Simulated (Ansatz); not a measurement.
Born–Oppenheimer molecular dynamics of BClH4O2 (8 atoms, charge 0, multiplicity 1). It starts at the highest image of a converged band. Of that band: Neighbouring images differ by up to 1.5 eV, so the band resolves the path poorly. A vibrational analysis at the climbing image gives one clearly imaginary mode, 1377i cm⁻¹: a first-order saddle point.

These are results of RKS PBE0/def2-SVP (Ansatz 0.2.0), not measurements.

| Item | Value |
| --- | --- |
| ensemble | NVE (velocity Verlet) |
| time step | 0.5 fs |
| steps asked | 200 |
| starting velocities drawn for | 300 K |
| seed | 11014 |

First frame:

```xyz
8
Properties=species:S:1:pos:R:3
B -0.023 0.220 0.207
H -0.238 -0.324 1.462
Cl 1.510 -0.560 -0.396
O -1.146 0.199 -0.571
H -1.173 -0.559 -1.159
O 0.227 1.619 0.803
H 1.171 1.823 0.757
H 0.010 0.699 1.588
```

(1) How far do the bonds stretch over the last three quarters of this one trajectory? (Pairs bonded in most of those frames.)

## Answers

(1) 
```csv
bond,mean (Å),spread (Å),shortest,longest
B1–H2,1.210,0.040,1.14,1.27
B1–Cl3,1.814,0.046,1.74,1.90
B1–O4,1.356,0.026,1.31,1.41
O4–H5,0.970,0.013,0.94,1.00
O6–H7,0.968,0.023,0.93,1.01
O6–H8,0.971,0.029,0.92,1.01
```

Mean temperature of the second half: 867 K. The conserved energy stayed within 0.28 meV per atom of its start (net change 0.16 meV per atom), so the integration is sound. The kinetic energy rose, since the run started high on the potential surface and went downhill. It ends in pieces (BClH2O + H2O), so much of that is their flight and rotation, not heat. A run of 0.1 ps of so small a system gives no equilibrium averages. The orbitals stay closed-shell, which can raise the energy where a bond breaks towards radicals; this wasn't checked here.

Time of the run: 9.1 min on 1 thread of Arm Neoverse V1 (shared host), peak memory 0.14 GiB.
